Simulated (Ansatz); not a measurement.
`S=C=[N][GeH3]` + `CC(O)=S` → `CC(=S)[O][GeH3]` + `N=C=S`  (ligand exchange at a Ge–N bond)

Gas-phase electronic energies from Ansatz, PBE0-D4/def2-TZVP geometries. CCSD(T)/CBS adds triple-zeta CCSD(T) − MP2 to the extrapolated MP2 energy (def2 sets, frozen cores). This one scheme is used for every species. Functionals use def2-TZVPP. B3LYP here is the variant with VWN-RPA as its local correlation; programs differ in this. For Ge outer-core shells are correlated without core-valence functions, which leaves a few kJ/mol of doubt a bond. Scalar relativity is left out up to krypton. Each species was taken in one conformer, which may not be the lowest.

```
          species  B3LYP energy (Eh)
  `S=C=[N][GeH3]`        -2569.97900
        `CC(O)=S`         -552.13298
`CC(=S)[O][GeH3]`        -2630.38212
          `N=C=S`         -491.70908
```

Task: Work out ΔE.

Result: ΔE = (-2630.38212) + (-491.70908) − (-2569.97900) − (-552.13298) = 0.02078 Eh = +54.6 kJ/mol. CCSD(T)/CBS gives +53.1 kJ/mol.

Largest T1 diagnostic among the species: 0.019.

The D4 term adds −5.4 kJ/mol with B3LYP and −3.0 kJ/mol with PBE0; it sums over pairs of atoms, weighted by their polarisabilities, and B3LYP, whose exchange is more repulsive, gets the larger term. From PBE to PBE0 (25 % exact exchange), in def2-TZVPP and without D4, ΔE moves by +7.4 kJ/mol.
